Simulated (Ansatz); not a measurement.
Counterpoise correction, worked out

The pair of F⁻ (SMILES [F-], atom 1) and BF₃ (SMILES FB(F)F, atoms 2–5), both closed shells, in one local arrangement (a lower one may exist), relaxed at PBE0-D4/def2-TZVPD:

F1  (-0.071, 0.109, -1.400)
F2  (0.583, 1.164, 0.532)
B3  (0.000, 0.000, 0.000)
F4  (-1.295, -0.157, 0.524)
F5  (0.784, -1.116, 0.344)
(Å)

Computed with Ansatz 0.2.0 (basis: def2-TZVPPD); correlated methods freeze the cores.

CCSD(T) total energies in eV:

| system | geometry | basis functions | energy |
| --- | --- | --- | --- |
| pair | pair | all | -11539.99759 |
| F⁻ | as in the pair | all (partner as ghosts) | -2714.33849 |
| BF₃ | as in the pair | all (partner as ghosts) | -8820.19885 |
| F⁻ | as in the pair | its own | -2714.25079 |
| BF₃ | as in the pair | its own | -8820.15801 |
| F⁻ | free (PBE0-D4 minimum) | its own | -2714.25079 |
| BF₃ | free (PBE0-D4 minimum) | its own | -8822.16408 |

(1) Work out the interaction energy with and without the counterpoise correction, the superposition error, and the binding energy from the relaxed fragments.

No T1 diagnostic of these runs exceeds 0.023.

## Answers

(1) Without correction: -11539.99759 − (-2714.25079) − (-8820.15801) = -5.58879 eV.
With correction (each fragment in the whole basis): -11539.99759 − (-2714.33849) − (-8820.19885) = -5.46025 eV = -125.92 kcal/mol.
The superposition error is the difference, 0.12854 eV, 2 % of the uncorrected value: each fragment borrows its partner's functions.
Deformation from the free shapes: 0.00000 eV for F⁻ and 2.00607 eV for BF₃.
Binding energy from relaxed fragments: -5.46025 + 0.00000 + 2.00607 = -3.45418 eV = -79.66 kcal/mol (electronic, without zero-point energy; negative means bound). The deformation is large: the pair is on the way to a chemical bond or a shared proton. For comparison, the corrected interaction energy by CCSD(T) at an estimated basis limit (MP2 extrapolated from triple and quadruple zeta, plus CCSD(T) − MP2 in triple zeta) is -5.603 eV; triple zeta with the correction binds less.

For scale, one of the runs: CCSD(T)/def2-TZVPPD, 197 basis functions, launched by `ansatz run in.yaml --threads 4 --pin off --events-out ev --progress --plain --max-ram 9574MiB`. Time: 14 s of wall clock on 4 CPU threads of an Arm Neoverse V1; the host was shared. Peak host memory: 1.5 GiB.
